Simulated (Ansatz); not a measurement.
Gas-phase reaction R1 → P1 + P2, each structure at its B3LYP-D3(BJ)/def2-TZVP stationary point, reached from a drawn start (curvature not checked).
P1, CrH2O2 (SMILES [OH][Cr][OH]) (charge 0, multiplicity 5):
```xyz
5

Cr    -0.00036    -0.29562    -0.47470
O      1.73388    -0.12578     0.01448
H      2.19158    -0.56031     0.73931
O     -1.73443     0.06915    -0.10635
H     -2.19066     0.91246    -0.17275
```
R1, CrH3O3 (SMILES [OH][Cr]([OH])[OH]) (charge 0, multiplicity 4):
```xyz
7

Cr     0.0264    -0.0176    -0.1506
O      1.7661    -0.3851    -0.0463
H      2.2201    -0.4876     0.7977
O     -0.5415     1.6476     0.1479
H     -0.6421     2.2709    -0.5810
O     -1.1619    -1.3123    -0.4412
H     -1.6670    -1.7159     0.2736
```
P2: OH (SMILES [OH]), charge 0, multiplicity 2.

P less R. No zero-point or thermal terms; open shells are unrestricted; no spin–orbit coupling. One arrangement of each flexible species, with no search for the lowest. The spin states of the d-block species are the ones drawn and need not be the lowest.

Correlated levels freeze the cores.

Run with Ansatz (Gaussian orbitals). No computed number here is a measurement.

Total energies in hartree:

| structure | PBE/def2-TZVPP | PBE0/def2-TZVPP | CCSD(T)/def2-TZVPP |
|---|---|---|---|
| P1 | -1195.869235 | -1195.875633 | -1195.001124 |
| R1 | -1271.710518 | -1271.698863 | -1270.775001 |
| P2 | -75.683357 | -75.687130 | -75.641478 |

Q: Work out the reaction energy at each level in eV (1 hartree = 27.21139 eV), and say how far PBE/def2-TZVPP lies from CCSD(T)/def2-TZVPP.

A: 
- PBE/def2-TZVPP: (-1195.869235) + (-75.683357) − (-1271.710518) = 0.157926 hartree = 4.297 eV
- PBE0/def2-TZVPP: (-1195.875633) + (-75.687130) − (-1271.698863) = 0.136100 hartree = 3.703 eV
- CCSD(T)/def2-TZVPP: (-1195.001124) + (-75.641478) − (-1270.775001) = 0.132399 hartree = 3.603 eV
PBE/def2-TZVPP less CCSD(T)/def2-TZVPP: 0.694 eV. CCSD(T)/def2-TZVPP is the level counted from, the highest shown, and no exact or measured value.

Ansatz is an electronic-structure program.
